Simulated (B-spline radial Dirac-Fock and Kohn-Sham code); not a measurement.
**Ta 4f5/2: cross section and angular parameters**

System: the free tantalum atom in the configuration 1s2 2s2 2p6 3s2 3p6 3d10 4s2 4p6 4d10 4f14 5s2 5p6 5d3 6s2; threshold 35.32 eV (orbital energy of the model). Level of theory: Dirac-Hartree-Slater photoionisation with a Latter tail; cross sections with all multipoles, angular parameters from the dipole term and its interference with E2; a radial B-spline solver.

For linearly polarised light dσ/dΩ = σ/(4π) [1 + β P₂(cos θ) + (δ + γ cos²θ) sin θ cos φ], with θ from the polarisation vector and φ the angle between the beam and the projection of the electron momentum on the plane normal to the polarisation.

```csv
hν (eV),σ (kb),β,γ,δ
52.5,407,1.524,0.000,-0.001
74,850,1.127,0.008,0.006
80,1030,0.923,0.007,0.007
86.4,1240,0.756,0.006,0.008
149,2690,0.301,0.000,0.015
186,2840,0.312,0.001,0.018
251,2530,0.402,0.004,0.022
311,2070,0.496,0.007,0.025
502,967,0.736,0.026,0.036
600,659,0.820,0.042,0.042
708,443,0.890,0.063,0.048
778,348,0.926,0.079,0.052
821,302,0.944,0.090,0.055
1253.6,88.8,1.046,0.221,0.079
1290,81.3,1.050,0.233,0.081
1380,65.7,1.057,0.262,0.086
1540,46.2,1.064,0.316,0.094
1940,21.4,1.061,0.445,0.115
2000,19.2,1.059,0.463,0.118
2050,17.7,1.057,0.479,0.120
2980,?,?,?,?
2984.4,4.60,0.997,0.730,0.166
3930,1.63,0.929,0.924,0.210
4000,1.52,0.924,0.937,0.214
5070,0.598,0.854,1.104,0.263
5860,0.333,0.810,1.205,0.299
6000,0.303,0.803,1.221,0.305
7280,0.136,0.743,1.351,0.361
12100,0.0153,0.588,1.672,0.552
15000,0.00585,0.524,1.778,0.656
```

Problem. Give the values at 2980 eV.

Solution. σ = 4.63 kb, β = 0.998, γ = 0.729, δ = 0.165.

Values without a named source are computed, but for edge energies of neutral atoms, which are taken from tables.
